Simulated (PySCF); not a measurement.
phosphine (H3P), SMILES P. Heavy atoms are numbered as in [PH3:1]. Hydrogens are named by the atom that carries them.

Geometry: B3LYP-D3(BJ)/def2-TZVP.

All values below come from PBE/pcSseg-1 run with PySCF.

GIAO shieldings, no solvent; atoms alike by connectivity are averaged. δ = σ(ref) − σ: ³¹P against PH3 (σ = 576.8 ppm); ¹H against TMS (σ = 31.49 ppm), references at their B3LYP-D3(BJ)/def2-TZVP geometries, non-relativistic.

**Question.** Estimate the chemical shifts. (The exact figures need the calculation; the answer reports its results.)

**Answer.** 
| nucleus | atoms | count | δ (ppm) |
|---|---|---|---|
| ³¹P | P1 (PH3) | 1 | 0.1 |
| ¹H | H on P1 | 3 | 2.06 |
